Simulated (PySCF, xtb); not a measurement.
BH3N, SMILES N[BH], multiplicity 2.

The structure is a stationary point at r2SCAN-D4/def2-TZVP. The isomer is the one that the SMILES or the coordinates give; other isomers of the formula were not compared.

Level of theory: IEF-PCM-PBE0/def2-TZVPD (PySCF).

The values are the electrostatic part of the solvation free energy, E(continuum) − E(gas) at the gas-phase geometry, in a cavity of scaled van der Waals radii (PySCF's table); cavitation and dispersion terms are not included. The dipole moment in vacuum is 2.25 D.

```json
[
 {"solvent": "water", "ε": "78.36", "ΔG(elec) (kcal/mol)": "-4.0", "dipole (D)": "2.93"},
 {"solvent": "chloroform", "ε": "4.71", "ΔG(elec) (kcal/mol)": "-2.8", "dipole (D)": "2.73"},
 {"solvent": "methanol", "ε": "32.61", "ΔG(elec) (kcal/mol)": "-3.9", "dipole (D)": "2.91"}
]
```

For comparison, GFN2-xTB/ALPB(water) (xtb, at the GFN2-xTB geometry, all terms of that model) gives -3.9 kcal/mol.
